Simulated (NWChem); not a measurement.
System: BCl2 cation

Excerpt of the output:

```
             Northwest Computational Chemistry Package (NWChem) 7.3.0
             --------------------------------------------------------

 ORDER OF PRIMARY AXIS IS BEING SET TO 4
 D4H symmetry detected

                             Geometry "geometry" -> ""
                             -------------------------

 Output coordinates in angstroms (scale by  1.889725989 to convert to a.u.)

  No.       Tag          Charge          X              Y              Z
 ---- ---------------- ---------- -------------- -------------- --------------
    1 Cl                  17.0000     0.00000000     0.00000000    -1.61762447
    2 B                    5.0000     0.00000000     0.00000000     0.00000000
    3 Cl                  17.0000     0.00000000     0.00000000     1.61762447

 Effective nuclear repulsion energy (a.u.)     102.8831151459

      Symmetry information
      --------------------

 Group name             D4h
 Group number             28
 Group order              16
 No. of unique centers     2

                                 NWChem DFT Module
                                 -----------------

 Summary of "ao basis" -> "ao basis" (spherical)
 ------------------------------------------------------------------------------
       Tag                 Description            Shells   Functions and Types
 ---------------- ------------------------------  ------  ---------------------
 Cl                          6-31g*                  8       18   4s3p1d
 B                           6-31g*                  6       14   3s2p1d

      Symmetry analysis of basis
      --------------------------

        a1g        12
        a1u         0
        a2g         0
        a2u        10
        b1g         2
        b1u         1
        b2g         2
        b2u         1
        eg         10
        eu         12

            General Information
            -------------------
          SCF calculation type: DFT
          Wavefunction type:  closed shell.
          No. of atoms     :     3
          No. of electrons :    38
           Alpha electrons :    19
            Beta electrons :    19
          Charge           :     1
          Spin multiplicity:     1
          Use of symmetry is: on ; symmetry adaption is: on
          Maximum number of iterations: 150
          AO basis - number of functions:    50
                     number of shells:    22
          Convergence on energy requested:  1.00D-06
          Convergence on density requested:  1.00D-05
          Convergence on gradient requested:  5.00D-04

              XC Information
              --------------
                         B3LYP Method XC Potential
                     Hartree-Fock (Exact) Exchange  0.200
                        Slater Exchange Functional  0.800 local
                    Becke 1988 Exchange Functional  0.720 non-local
              Lee-Yang-Parr Correlation Functional  0.810
                  VWN I RPA Correlation Functional  0.190 local

             Grid Information
             ----------------
          Grid used for XC integration:  fine
          Radial quadrature: Mura-Knowles
          Angular quadrature: Lebedev.
          Tag              B.-S. Rad. Rad. Pts. Rad. Cut. Ang. Pts.
          ---              ---------- --------- --------- ---------
          Cl                  1.00      123          10.0       770
          B                   0.85       70           7.0       590
          Grid pruning is: on
          Number of quadrature shells:   193
          Spatial weights used:  Erf1

      Superposition of Atomic Density Guess
      -------------------------------------

 Sum of atomic energies:        -943.42725393

 Renormalizing density from      39.00 to     38

      Non-variational initial energy
      ------------------------------

 Total energy =    -929.077501
 1-e energy   =   -1468.502859
 2-e energy   =     436.542242
 HOMO         =      -0.822316
 LUMO         =      -0.265027

      Symmetry analysis of molecular orbitals - initial
      -------------------------------------------------

 !! scf_movecs_sym_adapt:    6 vectors were symmetry contaminated

  Symmetry fudging

 !! scf_movecs_sym_adapt:    4 vectors were symmetry contaminated

  Numbering of irreducible representations:

     1 a1g         2 a1u         3 a2g         4 a2u         5 b1g
     6 b1u         7 b2g         8 b2u         9 eg         10 eu

  Orbital symmetries:

     1 a1g         2 a2u         3 a1g         4 a2u         5 a1g
     6 a2u         7 eu          8 eu          9 eg         10 eg
    11 a1g        12 a1g        13 a2u        14 a1g        15 a2u
    16 eu         17 eu         18 eg         19 eg         20 a1g
    21 eu         22 eu         23 a2u        24 a1g        25 a2u
    26 eu         27 eu         28 a1g        29 eg

     ---------------------------------------------
      Total Density - Mulliken Population Analysis
     ---------------------------------------------

    Atom       Charge   Shell Charges
 -----------   ------   -------------------------------------------------------
    1 Cl  17    17.04   2.00  2.00  6.00  1.51  4.03  0.37  1.11  0.02
    2 B    5     3.93   2.00  0.57  0.75  0.34  0.20  0.07
    3 Cl  17    17.04   2.00  2.00  6.00  1.51  4.03  0.37  1.11  0.02

   convergence    iter        energy       DeltaE   RMS-Dens  Diis-err
 ---------------- ----- ----------------- --------- --------- ---------
 d= 0,ls=0.0,diis     1   -944.8044865737 -1.05D+03  4.31D-02  1.46D+00
 d= 0,ls=0.0,diis     2   -944.4982334258  3.06D-01  2.78D-02  3.42D+00
 d= 0,ls=0.0,diis     3   -944.9543668694 -4.56D-01  4.36D-03  6.42D-02
 d= 0,ls=0.0,diis     4   -944.9644176190 -1.01D-02  7.31D-04  2.27D-03
 d= 0,ls=0.0,diis     5   -944.9647352922 -3.18D-04  8.45D-05  3.17D-05
  Resetting Diis
 d= 0,ls=0.0,diis     6   -944.9647396167 -4.32D-06  5.18D-06  1.12D-07
 d= 0,ls=0.0,diis     7   -944.9647396340 -1.73D-08  1.29D-06  9.24D-10

         Total DFT energy =     -944.964739633964
      One electron energy =    -1497.099827319785
           Coulomb energy =      509.565552219908
    Exchange-Corr. energy =      -60.313579679960
 Nuclear repulsion energy =      102.883115145873

 Numeric. integr. density =       37.999999949230

                  Occupations of the irreducible representations
                  ----------------------------------------------

                     irrep           alpha         beta
                     --------     --------     --------
                     a1g               6.0          6.0
                     a1u               0.0          0.0
                     a2g               0.0          0.0
                     a2u               5.0          5.0
                     b1g               0.0          0.0
                     b1u               0.0          0.0
                     b2g               0.0          0.0
                     b2u               0.0          0.0
                     eg                4.0          4.0
                     eu                4.0          4.0

                       DFT Final Molecular Orbital Analysis
                       ------------------------------------

 Vector   17  Occ=2.000000D+00  E=-6.685919D-01  Symmetry=eu
              MO Center=  1.8D-16,  6.3D-17,  2.8D-16, r^2= 2.9D+00
   Bfn.  Coefficient  Atom+Function         Bfn.  Coefficient  Atom+Function
  ----- ------------  ---------------      ----- ------------  ---------------
     8      0.438192  1 Cl py                40      0.438192  3 Cl py
    22      0.264127  2 B  py                 7      0.176695  1 Cl px
    39      0.176695  3 Cl px                 4     -0.169292  1 Cl py
    36     -0.169292  3 Cl py                12      0.157405  1 Cl py
    44      0.157405  3 Cl py                26      0.107727  2 B  py

 Vector   18  Occ=2.000000D+00  E=-6.162380D-01  Symmetry=eg
              MO Center= -3.8D-16, -7.3D-16, -1.4D-14, r^2= 3.6D+00
   Bfn.  Coefficient  Atom+Function         Bfn.  Coefficient  Atom+Function
  ----- ------------  ---------------      ----- ------------  ---------------
     7      0.486336  1 Cl px                39     -0.486336  3 Cl px
     8      0.255378  1 Cl py                40     -0.255378  3 Cl py
    11      0.217732  1 Cl px                43     -0.217732  3 Cl px
     3     -0.186476  1 Cl px                35      0.186476  3 Cl px
    12      0.114332  1 Cl py                44     -0.114332  3 Cl py

 Vector   19  Occ=2.000000D+00  E=-6.162380D-01  Symmetry=eg
              MO Center= -2.6D-16,  1.8D-16, -1.0D-13, r^2= 3.6D+00
   Bfn.  Coefficient  Atom+Function         Bfn.  Coefficient  Atom+Function
  ----- ------------  ---------------      ----- ------------  ---------------
     8      0.486336  1 Cl py                40     -0.486336  3 Cl py
     7     -0.255378  1 Cl px                39      0.255378  3 Cl px
    12      0.217732  1 Cl py                44     -0.217732  3 Cl py
     4     -0.186476  1 Cl py                36      0.186476  3 Cl py
    11     -0.114332  1 Cl px                43      0.114332  3 Cl px

 Vector   20  Occ=0.000000D+00  E=-3.140151D-01  Symmetry=eu
              MO Center= -8.2D-17,  1.1D-16,  2.3D-15, r^2= 2.4D+00
   Bfn.  Coefficient  Atom+Function         Bfn.  Coefficient  Atom+Function
  ----- ------------  ---------------      ----- ------------  ---------------
    21      0.598789  2 B  px                25      0.549329  2 B  px
     7     -0.314965  1 Cl px                39     -0.314965  3 Cl px
    11     -0.296705  1 Cl px                43     -0.296705  3 Cl px
     3      0.115391  1 Cl px                35      0.115391  3 Cl px
    22      0.114438  2 B  py                26      0.104986  2 B  py

 Vector   21  Occ=0.000000D+00  E=-3.140151D-01  Symmetry=eu
              MO Center= -2.6D-16,  4.5D-17,  1.9D-15, r^2= 2.4D+00
   Bfn.  Coefficient  Atom+Function         Bfn.  Coefficient  Atom+Function
  ----- ------------  ---------------      ----- ------------  ---------------
    22      0.598789  2 B  py                26      0.549329  2 B  py
     8     -0.314965  1 Cl py                40     -0.314965  3 Cl py
    12     -0.296705  1 Cl py                44     -0.296705  3 Cl py
     4      0.115391  1 Cl py                36      0.115391  3 Cl py
    21     -0.114438  2 B  px                25     -0.104986  2 B  px

 Vector   22  Occ=0.000000D+00  E=-2.335304D-01  Symmetry=a1g
              MO Center= -1.1D-16, -5.7D-17,  1.7D-14, r^2= 3.2D+00
   Bfn.  Coefficient  Atom+Function         Bfn.  Coefficient  Atom+Function
  ----- ------------  ---------------      ----- ------------  ---------------
    24      1.836450  2 B  s                 13     -0.583427  1 Cl pz
    45      0.583427  3 Cl pz                10     -0.505724  1 Cl s
    42     -0.505724  3 Cl s                  9     -0.411509  1 Cl pz
    41      0.411509  3 Cl pz                 6     -0.293720  1 Cl s
    38     -0.293720  3 Cl s                 20      0.220238  2 B  s

     ---------------------------------------------
      Total Density - Mulliken Population Analysis
     ---------------------------------------------

    Atom       Charge   Shell Charges
 -----------   ------   -------------------------------------------------------
    1 Cl  17    16.70   2.00  2.00  5.97  1.45  3.60  0.49  1.16  0.03
    2 B    5     4.59   1.99  0.64  1.33  0.28  0.26  0.09
    3 Cl  17    16.70   2.00  2.00  5.97  1.45  3.60  0.49  1.16  0.03

     -------------------------------------------
      Total Density - Lowdin Population Analysis
     -------------------------------------------

    Atom       Charge   Shell Charges
 -----------   ------   -------------------------------------------------------
    1 Cl  17    16.48   2.00  1.99  5.91  1.14  3.23  0.56  1.61  0.04
    2 B    5     5.05   1.98  0.51  1.20  0.33  0.84  0.19
    3 Cl  17    16.48   2.00  1.99  5.91  1.14  3.23  0.56  1.61  0.04

     Multipole analysis of the density
     ---------------------------------

     L   x y z        total         alpha         beta         nuclear
     -   - - -        -----         -----         ----         -------
     0   0 0 0      1.000000    -19.000000    -19.000000     39.000000

     1   1 0 0      0.000000      0.000000      0.000000      0.000000
     1   0 1 0     -0.000000     -0.000000     -0.000000      0.000000
     1   0 0 1      0.000000      0.000000      0.000000      0.000000

     2   2 0 0    -19.775614     -9.887807     -9.887807      0.000000
     2   1 1 0     -0.000000     -0.000000     -0.000000      0.000000
     2   1 0 1     -0.000000     -0.000000     -0.000000      0.000000
     2   0 2 0    -19.775614     -9.887807     -9.887807      0.000000
     2   0 1 1     -0.000000     -0.000000     -0.000000      0.000000
     2   0 0 2    -11.761297   -164.736059   -164.736059    317.710820

            General Information
            -------------------
          SCF calculation type: DFT
          Wavefunction type:  closed shell.
          No. of atoms     :     3
          No. of electrons :    38
           Alpha electrons :    19
            Beta electrons :    19
          Charge           :     1
          Spin multiplicity:     1
          Use of symmetry is: on ; symmetry adaption is: on
          Maximum number of iterations: 150
          AO basis - number of functions:    50
                     number of shells:    22
          Convergence on energy requested:  1.00D-06
          Convergence on density requested:  1.00D-05
          Convergence on gradient requested:  5.00D-04

              XC Information
              --------------
                         B3LYP Method XC Potential
                     Hartree-Fock (Exact) Exchange  0.200
                        Slater Exchange Functional  0.800 local
                    Becke 1988 Exchange Functional  0.720 non-local
              Lee-Yang-Parr Correlation Functional  0.810
                  VWN I RPA Correlation Functional  0.190 local

             Grid Information
             ----------------
          Grid used for XC integration:  fine
          Radial quadrature: Mura-Knowles
          Angular quadrature: Lebedev.
          Tag              B.-S. Rad. Rad. Pts. Rad. Cut. Ang. Pts.
          ---              ---------- --------- --------- ---------
          Cl                  1.00      123          10.0       770
          B                   0.85       70           7.0       590
          Grid pruning is: on
          Number of quadrature shells:   193
          Spatial weights used:  Erf1

          Convergence Information
          -----------------------
          Convergence aids based upon iterative change in
          total energy or number of iterations.
          Levelshifting, if invoked, occurs when the
          HOMO/LUMO gap drops below (HL_TOL):  1.00D-02
          DIIS, if invoked, will attempt to extrapolate
          using up to (NFOCK): 10 stored Fock matrices.

                    Damping( 0%)  Levelshifting(0.5)       DIIS
                  --------------- ------------------- ---------------
          dE  on:    start            ASAP                start
          dE off:    2 iters        150 iters           150 iters

                            NWChem DFT Gradient Module
                            --------------------------

  charge          =   1.00
  wavefunction    = closed shell

  Using symmetry

                         DFT ENERGY GRADIENTS

    atom               coordinates                        gradient
                 x          y          z           x          y          z
   1 Cl      0.000000   0.000000  -3.056867    0.000000   0.000000   0.002035
   2 B       0.000000   0.000000   0.000000    0.000000   0.000000   0.000000
   3 Cl      0.000000   0.000000   3.056867    0.000000   0.000000  -0.002035
```

Level: B3LYP/6-31G* (spherical d). The geometry was optimised at PBE0/def2-SVP.

Task: Write an input that gives this output.

Result: One answer among several that fit: the input that was run:
```
start job
memory heap 200 mb stack 900 mb global 1100 mb
charge 1
geometry units angstroms noautoz
  Cl    -1.617337    -0.022936     0.020057
  B      0.000000    -0.000000     0.000000
  Cl     1.617338     0.022936    -0.020057
end
basis spherical
  * library 6-31g*
end
dft
  xc b3lyp
  grid fine
  iterations 150
  mulliken
end
task dft gradient
```
